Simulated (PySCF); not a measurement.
**Unknowns**

[PySCF 2.14.0 with density-fitted response routines: NMR shieldings at PBE0/pcSseg-1/GIAO; geometry from GFN2-xTB; isolated molecule; equivalent nuclei averaged; no relativistic terms; single conformer]

References, each an isolated molecule treated in the same way: ¹H and ¹³C against TMS. Where no couplings were computed, multiplicities follow the n + 1 count of equivalent neighbours, and m marks all less simple cases (inequivalent or close neighbours, rings, F or P nearby). Shifts are as computed. Against solution values, carbons near 30 ppm lie about +3 ppm off and those near 130 ppm about +5 ppm. Of 1211 compounds with measured shifts, 218 miss one by over three times the rms of a fit or turn the order of signals round; such compounds aren't used in these exercises.

Task: C$_{6}$H$_{11}$NO. ¹H NMR (400 MHz, computed): δ 5.17 (m, 2H), 4.97 (s, 2H), 4.21 (t, 1H), 2.64 (s, 6H). ¹³C{¹H} NMR (computed): δ 151.9, 95.4, 82.4, 79.3, 42.3. What is it?

Result: SMILES CN(C)C1=CCOC1. The formula gives 2 degrees of unsaturation (1 ring in the answer). 5 carbon signals for 6 carbons: some carbons are equivalent by symmetry or fast rotation. Carbon types of the structure: 1 × C, 1 × CH, 2 × CH2, 2 × CH3, which accounts for all hydrogens. δC 151.9: alkene carbon bearing nitrogen; an sp2 carbon further deshielded by the attached heteroatom. δC 95.4: β carbon of an enol-ether or enamine type C=C; the O or N lone pair pushes π density onto this β carbon and shields it. δC 82.4, 79.3: allylic sp3 CH2 bonded to O; the inductive effect lowers its shielding. δH 2.64: hydrogen on a methyl carbon bonded to N; its carbon carries N, hence the downfield position.

The data come from this structure; uniqueness wasn't tested.

Task: C$_{5}$H$_{5}$N$_{3}$O. ¹H NMR (300 MHz, computed): δ 10.69 (s, 1H), 7.78 (s, 1H), 3.12 (s, 3H). ¹³C{¹H} NMR (computed): δ 202.7 (CH), 165.4 (C), 151.5 (C), 119.0 (CH), 24.8 (CH3). What is it?

Result: `InChI=1S/C5H5N3O/c1-4-2-5(3-9)7-8-6-4/h2-3H,1H3`. The formula gives 5 degrees of unsaturation (1 ring in the answer). 5 carbon signals for 5 carbons: no two carbons are equivalent. Carbon types of the structure: 2 × C, 2 × CH, 1 × CH3, which accounts for all hydrogens. δC 202.7: aldehyde carbonyl carbon; low-lying n→π* states of the double bond to the heteroatom give a large paramagnetic term (-258 ppm). δC 165.4, 151.5: substituted aromatic carbon next to a ring nitrogen. δC 119.0: aromatic CH. δH 10.69: hydrogen on an aldehyde carbonyl carbon; deshielded by the polar, anisotropic C=O bond.

The shifts were computed for this structure.
